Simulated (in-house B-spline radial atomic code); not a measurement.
Ionisation energies with and without relativity, with size and susceptibility from the Dirac run. Dirac energy differences include first-order Breit, QED and recoil terms. NIST's values go from ground level to ground level; the uncertainty of those that are theory runs from under 0.1 % in few-electron ions to several per cent in heavy many-electron ones. Computed with an all-electron radial atomic-structure program (B-spline basis): non-relativistic Hartree-Fock and Dirac-Hartree-Fock, averages of the configuration (point nuclei without relativity, finite nuclei with it).

```json
{"ion": "Al6+", "configuration": "[He] 2s2 2p3", "configuration after": "[He] 2s2 2p2", "ionisation non-relativistic (eV)": "236.50", "ionisation Dirac Breit and QED (eV)": "236.55", "tabulated value (eV)": "241.76", "radius at density 0.001 (bohr)": "1.612", "diamagnetic susceptibility (10⁻⁶ cm³/mol)": "-1.3976"}
{"ion": "Si6+", "configuration": "[He] 2s2 2p4", "configuration after": "[He] 2s2 2p3", "ionisation non-relativistic (eV)": "250.77", "ionisation Dirac Breit and QED (eV)": "250.82", "tabulated value (eV)": "246.57", "radius at density 0.001 (bohr)": "1.574", "diamagnetic susceptibility (10⁻⁶ cm³/mol)": "-1.4676"}
{"ion": "P6+", "configuration": "[He] 2s2 2p5", "configuration after": "[He] 2s2 2p4", "ionisation non-relativistic (eV)": "265.18", "ionisation Dirac Breit and QED (eV)": "265.23", "tabulated value (eV)": "263.57", "radius at density 0.001 (bohr)": "1.537", "diamagnetic susceptibility (10⁻⁶ cm³/mol)": "-1.5173"}
{"ion": "S6+", "configuration": "[He] 2s2 2p6", "configuration after": "[He] 2s2 2p5", "ionisation non-relativistic (eV)": "?", "ionisation Dirac Breit and QED (eV)": "?", "tabulated value (eV)": "?", "radius at density 0.001 (bohr)": "?", "diamagnetic susceptibility (10⁻⁶ cm³/mol)": "?"}
{"ion": "Cl6+", "configuration": "[Ne] 3s1", "configuration after": "[He] 2s2 2p6", "ionisation non-relativistic (eV)": "113.36", "ionisation Dirac Breit and QED (eV)": "113.69", "tabulated value (eV)": "114.2013", "radius at density 0.001 (bohr)": "2.35", "diamagnetic susceptibility (10⁻⁶ cm³/mol)": "-2.7889"}
{"ion": "Ar6+", "configuration": "[Ne] 3s2", "configuration after": "[Ne] 3s1", "ionisation non-relativistic (eV)": "121.86", "ionisation Dirac Breit and QED (eV)": "122.26", "tabulated value (eV)": "124.41", "radius at density 0.001 (bohr)": "2.398", "diamagnetic susceptibility (10⁻⁶ cm³/mol)": "-3.7089"}
{"ion": "K6+", "configuration": "[Ne] 3s2 3p1", "configuration after": "[Ne] 3s2", "ionisation non-relativistic (eV)": "?", "ionisation Dirac Breit and QED (eV)": "?", "tabulated value (eV)": "?", "radius at density 0.001 (bohr)": "?", "diamagnetic susceptibility (10⁻⁶ cm³/mol)": "?"}
{"ion": "Ca6+", "configuration": "[Ne] 3s2 3p2", "configuration after": "[Ne] 3s2 3p1", "ionisation non-relativistic (eV)": "124.94", "ionisation Dirac Breit and QED (eV)": "125.02", "tabulated value (eV)": "127.21", "radius at density 0.001 (bohr)": "2.382", "diamagnetic susceptibility (10⁻⁶ cm³/mol)": "-5.0227"}
```

(1) Fill in the row of S6+.

(2) Fill in the row of K6+.

Results:

(1) ionisation non-relativistic (eV): 279.74; ionisation Dirac Breit and QED (eV): 279.79; tabulated value (eV): 280.954; radius at density 0.001 (bohr): 1.502; diamagnetic susceptibility (10⁻⁶ cm³/mol): -1.5514.

(2) ionisation non-relativistic (eV): 116.65; ionisation Dirac Breit and QED (eV): 116.71; tabulated value (eV): 117.56; radius at density 0.001 (bohr): 2.41; diamagnetic susceptibility (10⁻⁶ cm³/mol): -4.468.
